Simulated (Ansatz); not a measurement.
The cluster Sr6S5⁺, relaxed as a doublet with UKS r2SCAN-D4/def2-SVP in Ansatz, starting from packed atoms. Force threshold 0.03 eV/Å.

In the def2 sets Sr takes a core potential; there is no spin–orbit coupling. The structure comes from a short search, and lower isomers may exist.

Start:

```tsv
atom	x (Å)	y (Å)	z (Å)
Sr1	-1.989	0.522	1.068
Sr2	0.269	-3.937	1.644
Sr3	1.214	3.671	3.520
Sr4	2.553	1.046	-0.145
Sr5	-1.854	-1.456	-3.239
Sr6	1.012	3.033	-3.905
S7	-1.881	-1.851	2.903
S8	-0.819	-1.798	-0.421
S9	0.790	0.657	2.348
S10	1.170	-1.038	-1.882
S11	-0.464	1.152	-1.891
```

```csv
step,energy (eV),largest force component (eV/Å),SCF passes
1,-59175.8849,2.554,179
2,-59178.0570,2.593,91
3,-59179.9091,1.947,82
4,-59181.1883,1.524,48
5,-59182.0512,0.966,35
6,-59182.7238,0.759,33
7,-59183.0847,0.534,43
8,-59183.3462,0.648,43
9,-59183.5981,0.632,33
10,-59183.8962,0.742,39
11,-59184.2505,0.882,43
13,-59184.9920,1.085,34
15,-59185.8778,1.171,30
17,-59186.5177,0.280,26
19,-59186.6368,0.113,24
21,-59186.7607,0.257,20
23,-59186.8621,0.258,22
25,-59186.9483,0.140,25
27,-59187.0915,0.472,25
29,-59187.4416,0.803,26
31,-59188.0003,0.739,31
33,-59188.1607,0.137,28
35,-59188.1813,0.125,27
37,-59188.1849,0.020,24
```

Force components are those of the run's own axes.

End:

```csv
atom,x (Å),y (Å),z (Å)
Sr1,-1.6300,0.4749,0.8480
Sr2,0.2908,-2.0497,2.5379
Sr3,-0.0829,1.3449,4.3747
Sr4,1.7264,0.1467,-0.7799
Sr5,-0.7915,-1.2932,-2.9011
Sr6,0.6063,2.1611,-3.9895
S7,-1.8745,-0.5650,3.5392
S8,-0.2917,-1.9749,-0.2160
S9,1.2542,0.6637,2.0171
S10,1.7385,-0.3179,-3.6393
S11,-0.9456,1.4094,-1.7911
```

Bonds formed: Sr2–S9, Sr3–S7, Sr4–S8, Sr6–S10 (atoms count from 1). Metal–metal contacts that move far: Sr2–Sr3 7.89 to 3.88 Å, Sr4–Sr5 5.94 to 3.59 Å, Sr2–Sr4 5.77 to 4.23 Å, Sr5–Sr6 5.37 to 3.88 Å, Sr1–Sr2 5.03 to 3.59 Å, Sr1–Sr3 5.12 to 3.95 Å.

No frequencies were taken in this run, so the end may be a saddle point.

Hardware: 4 threads of Intel Xeon on a shared host. Wall time 28 min.
